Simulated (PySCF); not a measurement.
C4H8OSi.
Atom-mapped SMILES: `[CH3:1][C:2](=[O:3])[SiH:4]1[CH2:5][CH2:6]1` (hydrogens: H7, H8, H9 on C1; H10 on Si4; H11, H12 on C5; H13, H14 on C6)

The same species was optimised twice, with GFN2-xTB and with PBE0-D3(BJ)/def2-SVP (PySCF), and the same property calculations (PySCF, gas phase) were run on both structures.

```
      coordinate  GFN2-xTB  PBE0-D3(BJ)/def2-SVP  change
      Si4–C5 (Å)     1.893                 1.871  -0.022
      Si4–C6 (Å)     1.893                 1.871  -0.022
      C2–Si4 (Å)     1.899                 1.916  +0.017
       C1–C2 (Å)     1.505                 1.507  +0.002
       C2=O3 (Å)     1.212                 1.211  -0.001
       C5–C6 (Å)     1.527                 1.526  -0.001
   C2–Si4–C5 (°)     118.5                 119.3    +0.8
   C5–Si4–C6 (°)      47.6                  48.1    +0.5
   C2–Si4–C6 (°)     118.5                 119.0    +0.5
   C1–C2–Si4 (°)     118.8                 119.2    +0.4
   Si4–C6–C5 (°)      66.2                  65.9    -0.3
   O3–C2–Si4 (°)     118.7                 118.4    -0.3
   Si4–C5–C6 (°)      66.2                  66.0    -0.2
    C1–C2–O3 (°)     122.5                 122.4    -0.1
C1–C2–Si4–C5 (°)       -28                   -27      +1
```

Rotational constants: A = 5432, B = 1908, C = 1607 MHz (GFN2-xTB) against A = 5424, B = 1896, C = 1601 MHz (PBE0-D3(BJ)/def2-SVP).

On the GFN2-xTB structure: C1s of C1 (eV) 290.93 [delta-SCF UKS SCAN, pcX-2 on the ionised atom, pcseg-1 elsewhere, spin-free X2C]; C1s of C2 (eV) 292.70 [delta-SCF UKS SCAN, pcX-2 on the ionised atom, pcseg-1 elsewhere, spin-free X2C]; O1s of O3 (eV) 537.33 [delta-SCF UKS SCAN, pcX-2 on the ionised atom, pcseg-1 elsewhere, spin-free X2C]; Si1s of Si4 (eV) 1846.17 [delta-SCF UKS SCAN, pcX-2 on the ionised atom, pcseg-1 elsewhere, spin-free X2C]; Si2p of Si4 (eV) 106.70 [delta-SCF UKS SCAN, pcX-2 on the ionised atom, pcseg-1 elsewhere, spin-free X2C]; C1s of C5 (eV) 290.14 [delta-SCF UKS SCAN, pcX-2 on the ionised atom, pcseg-1 elsewhere, spin-free X2C].

Task: What do these properties become on the PBE0-D3(BJ)/def2-SVP structure?

Result: 
| property | level | on GFN2-xTB | on PBE0-D3(BJ)/def2-SVP | change |
| --- | --- | --- | --- | --- |
| C1s of C1 (eV) | delta-SCF UKS SCAN, pcX-2 on the ionised atom, pcseg-1 elsewhere, spin-free X2C | 290.93 | 291.02 | +0.09 |
| C1s of C2 (eV) | delta-SCF UKS SCAN, pcX-2 on the ionised atom, pcseg-1 elsewhere, spin-free X2C | 292.70 | 292.72 | +0.02 |
| O1s of O3 (eV) | delta-SCF UKS SCAN, pcX-2 on the ionised atom, pcseg-1 elsewhere, spin-free X2C | 537.33 | 537.34 | +0.01 |
| Si1s of Si4 (eV) | delta-SCF UKS SCAN, pcX-2 on the ionised atom, pcseg-1 elsewhere, spin-free X2C | 1846.17 | 1846.11 | -0.06 |
| Si2p of Si4 (eV) | delta-SCF UKS SCAN, pcX-2 on the ionised atom, pcseg-1 elsewhere, spin-free X2C | 106.70 | 106.63 | -0.07 |
| C1s of C5 (eV) | delta-SCF UKS SCAN, pcX-2 on the ionised atom, pcseg-1 elsewhere, spin-free X2C | 290.14 | 290.23 | +0.09 |

The heavy atoms differ by 0.019 Å rms after alignment. Among bonds between heavy atoms Si4–C5 and Si4–C6 change most and about equally (-0.022 Å). Changes are differences of the printed values. Neither structure is proved a minimum here.

Shape of the structure used: `[CH3:1][C:2](=[O:3])[SiH:4]1[CH2:5][CH2:6]1`: C1–C2–Si4–C5 -27°.
